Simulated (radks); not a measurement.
Problem. Isoelectronic series with 48 electrons, all held in the configuration [Kr] 4d10 5s2, which need not be the ground one along the series. All-electron calculation, scalar-relativistic Kohn-Sham, PBE, spin-unpolarised, spherical densities, point nucleus. Program: a radial shooting solver on a logarithmic mesh with Libxc functionals. Total energies (hartree) and orbital eigenvalues (eV) (* marks an orbital that is empty in some or all of the ions):

| ion | E (hartree) | 4f* | 5p* | 5s | 4d | 4p | 4s |
|---|---|---|---|---|---|---|---|
| Ba8+ | -8120.2417 | -95.3268 | -105.7016 | -124.5358 | -192.2372 | -284.3008 | -347.4881 |
| La9+ | -8473.5300 | -120.2683 | -125.0120 | -145.6923 | -223.9967 | -320.9777 | -387.7876 |
| Ce10+ | -8835.3184 | -147.3238 | -145.5760 | -168.1471 | -257.6306 | -359.5979 | -430.1737 |
| Pr11+ | -9205.6594 | -176.4093 | -167.3794 | -191.8911 | -293.1186 | -400.1441 | -474.6349 |
| Nd12+ | -9584.6080 | -207.4650 | -190.4110 | -216.9181 | -330.4445 | -442.6033 | -521.1650 |
| Pm13+ | -9972.2216 | -240.4462 | -214.6620 | -243.2241 | -369.5950 | -486.9658 | -569.7617 |
| Sm14+ | -10368.5604 | -275.3186 | -240.1255 | -270.8069 | -410.5592 | -533.2247 | -620.4255 |
| Eu15+ | -10773.6867 | -312.0551 | -266.7960 | -299.6660 | -453.3282 | -581.3748 | -673.1600 |
| Gd16+ | -11187.6656 | -350.6338 | -294.6694 | -329.8019 | -497.8944 | -631.4128 | -727.9707 |
| Tb17+ | -11610.5648 | -391.0365 | -323.7427 | -361.2165 | -544.2518 | -683.3367 | -784.8652 |
| Ho19+ | -12483.4071 | -477.2562 | -385.4801 | -427.8939 | -642.3201 | -792.8405 | -904.9444 |
| Er20+ | -12933.4988 | -523.0496 | -418.1419 | -463.1649 | -694.0234 | -850.4215 | -968.1522 |
| Tm21+ | -13392.8081 | -570.6191 | -451.9983 | -499.7307 | -747.5019 | -909.8910 | -1033.490 |
| Yb22+ | -13861.4163 | -619.9566 | -487.0496 | -537.5974 | -802.7536 | -971.2512 | -1100.973 |
| Lu23+ | -14339.4080 | -671.0551 | -523.2961 | -576.7715 | -859.7764 | -1034.505 | -1170.616 |
| Hf24+ | -14826.8710 | -723.9083 | -560.7390 | -617.2603 | -918.5690 | -1099.657 | -1242.438 |
| Ta25+ | -15323.8963 | -778.5107 | -599.3793 | -659.0716 | -979.1305 | -1166.711 | -1316.458 |
| W26+ | -15830.5786 | -834.8576 | -639.2187 | -702.2139 | -1041.460 | -1235.671 | -1392.693 |
| Re27+ | -16347.0160 | -892.9446 | -680.2591 | -746.6963 | -1105.557 | -1306.542 | -1471.167 |

Estimate the row of Dy18+.

Solution. E (hartree) -12042.4543; 4f* -433.2482; 5p* -354.0134; 5s -393.9126; 4d -592.3951; 4p -737.1459; 4s -843.8528.
